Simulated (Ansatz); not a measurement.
C2H6OZn, SMILES `C[CH2][Zn][OH]`. Total charge 0; spin multiplicity 1.

```
atom   x (Å)   y (Å)   z (Å)
  C1   0.093   0.264   1.471
  C2  -0.523  -0.555   0.338
 Zn3  -0.019  -0.008  -1.447
  O4   0.325   0.531  -3.110
  H5  -0.179   1.321   1.407
  H6  -0.239  -0.095   2.450
  H7   1.185   0.215   1.465
  H8  -0.258  -1.611   0.446
  H9  -1.616  -0.514   0.392
 H10   1.230   0.453  -3.413
```

Question: What are the harmonic wavenumbers in cm⁻¹ at PBE0-D4/def2-TZVP (Ansatz, finite differences of forces, unscaled)? (Best estimate.)

Answer: Ansatz gave: 42, 107, 133, 240, 256, 517, 628, 679, 721, 948, 973, 1039, 1217, 1258, 1407, 1450, 1493, 1500, 3033, 3046, 3083, 3095, 3115, 3919.

Question: Is this a minimum?

Answer: Yes, all 24 modes are real.

Question: Give the ideal-gas thermochemistry at 298.15 K and 1 bar (rigid rotor, harmonic oscillator; point group C1, symmetry number 1).

Answer: Zero-point energy 202.8 kJ/mol; H(298) − E = 223.1 kJ/mol; entropy 344.8 J/(mol·K), of which translation 167.6, rotation 106.2, vibration 70.9; G(298) − E = 120.3 kJ/mol. Modes under 100 cm⁻¹ are hindered rotations or soft bends, so the harmonic entropy is rough.
